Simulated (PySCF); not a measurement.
Run record: EPR job, `[c]1cncc2c1COC2` [radical].

Method: UKS B3LYP, pcH-1 on C H N O, non-relativistic, mean-field spin-orbit, GIAO (PySCF 2.14.0). Geometry: GFN2-xTB. The command runs a driver script over a list of jobs; the input below is this job's line of settings and its coordinates in Å.

Command:
```bash
OMP_NUM_THREADS=1 python probes_run.py task.json out
```

Input:
```
{"job": {"kind": "epr", "basis": "pcH-1"}, "charge": 0, "multiplicity": 2}
C      1.075269    -1.478642    -0.401954
C      2.292528    -0.843665    -0.427538
N      2.368058     0.459706    -0.195777
C      1.287852     1.171615     0.058794
C      0.031817     0.600344     0.093625
C     -0.066030    -0.776514    -0.145163
C     -1.507626    -1.159848    -0.041936
O     -2.227174     0.057508     0.106376
C     -1.338416     1.138504     0.352818
H      3.223584    -1.349579    -0.630777
H      1.444953     2.226903     0.237388
H     -1.870471    -1.677095    -0.936736
H     -1.676985    -1.810787     0.828915
H     -1.601959     1.967711    -0.313889
H     -1.439814     1.481828     1.393942
```

Q: Give the output.

A: 
```
UKS, coarse grid
  cycle   1  E = -400.16637939  |g| = 4.40e-01
  cycle   2  E = -400.07649083  |g| = 6.78e-01
  cycle   3  E = -400.23647292  |g| = 8.88e-02
  cycle   4  E = -400.23786323  |g| = 6.78e-02
  cycle   5  E = -400.24017067  |g| = 2.09e-02
  cycle   6  E = -400.24039414  |g| = 5.74e-03
  cycle   7  E = -400.24042010  |g| = 3.47e-03
  cycle   8  E = -400.24043079  |g| = 2.01e-03
  cycle   9  E = -400.24043592  |g| = 7.59e-04
UKS, final grid
  cycle   1  E = -400.24045239  |g| = 1.08e-03
  cycle   2  E = -400.24045129  |g| = 1.92e-03
  cycle   3  E = -400.24045329  |g| = 2.70e-04
  cycle   4  E = -400.24045337  |g| = 1.73e-04
  cycle   5  E = -400.24045349  |g| = 1.00e-04
  cycle   6  E = -400.24045349  |g| = 2.30e-05
E = -400.24045349 Eh   <S^2> = 0.7570 (exact 0.7500)
g shifts (ppm)      1          2          3
  rmc          -172       -172       -172
  gc             40         10         -8
  oz_so        -575         10       1501
  total        -706       -151       1322
hyperfine (MHz)  atom isotope    a_iso     a_fc   dipolar eigenvalues
    0   13C     379.95     379.95    -75.73    -59.84    135.57
    1   13C      13.01      13.01    -13.96     -2.62     16.58
    2   14N      -1.02      -1.02     -6.35     -3.74     10.09
    3   13C      -5.10      -5.10     -6.72      2.76      3.96
    4   13C      19.79      19.79     -7.95     -4.28     12.24
    5   13C      14.16      14.16    -13.66     -2.63     16.29
    6   13C      17.09      17.09     -3.07     -2.79      5.86
    7   17O      -3.51      -3.51     -0.49      0.18      0.30
    8   13C      -1.75      -1.75     -1.13     -0.71      1.84
    9    1H      15.89      15.89     -6.68     -4.45     11.14
   10    1H      21.42      21.42     -1.92      0.04      1.88
   11    1H      -4.50      -4.50     -3.29     -2.01      5.29
   12    1H      -4.59      -4.59     -3.01     -1.97      4.98
   13    1H       3.75       3.75     -1.21     -0.86      2.07
   14    1H       3.49       3.49     -1.20     -0.91      2.11
```

rmc, gc and oz_so are the mass-correction, gauge-correction and orbital-Zeeman/spin–orbit parts of the g shift along its three principal axes; a_iso is the isotropic hyperfine coupling and a_fc its Fermi-contact part. Atoms in this output count from 0.

Q: How far is ⟨S²⟩ from the pure-spin value?

A: S = 0.5 gives S(S+1) = 0.75; the run has 0.7570, 0.0070 more.

Q: Get g_iso from the total shifts.

A: Their mean is 155 ppm; added to g_e = 2.002319 it gives 2.00247.

In short: ⟨S²⟩ 0.757; g_iso 2.0025.

Geometry: GFN2-xTB; no solvent, vibrations or thermal averaging.

Q: How long does this job take on one thread, Arm Neoverse V1 (aarch64), shared host with 32 logical CPUs at a one-minute load of 21? And the peak memory of the process?

A: About 92 s (density and orbital grids were written too), with 0.97 GiB resident at the peak, the Python interpreter and its libraries included.
Labels such as C1 count atoms from 1, the log's own numbers from 0.
